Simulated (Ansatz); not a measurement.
Species: sum formula AlNH$_{2}$F$_{2}$, charge 0, multiplicity 1. 
Geometry from a B3LYP-D3(BJ)/def2-TZVP (Ansatz, a program for electronic structure) optimisation:
```xyz
6

N     -1.6977    -0.1534    -0.0220
Al     0.0437     0.0040     0.0006
F      0.7548     1.4844    -0.0977
F      1.0059    -1.3253     0.1205
H     -2.3392     0.6196    -0.0934
H     -2.1919    -1.0290     0.0347
```

Basis-set convergence of Hartree-Fock and CCSD correlation energies (hartree) with Ansatz. Correlated levels leave the core frozen unless marked. Spin-orbit coupling is left out. Non-relativistic.

| basis | functions | E(HF) | E(corr, CCSD) |
|---|---|---|---|
| aug-cc-pV(D+d)Z | 119 | -496.65689 | -0.67128 |
| aug-cc-pV(T+d)Z | 239 | -496.73607 | -0.82111 |
| aug-cc-pV(Q+d)Z | 421 | -496.75790 | -0.87398 |

Extrapolating the two largest sets (X = 3 and 4) as X^-3: E(corr) = (64·(-0.87398) - 27·(-0.82111))/37 = -0.9126 Eh, an estimate of the basis-set limit. The largest set recovers 95.8 % of it, the smallest 73.6 %.
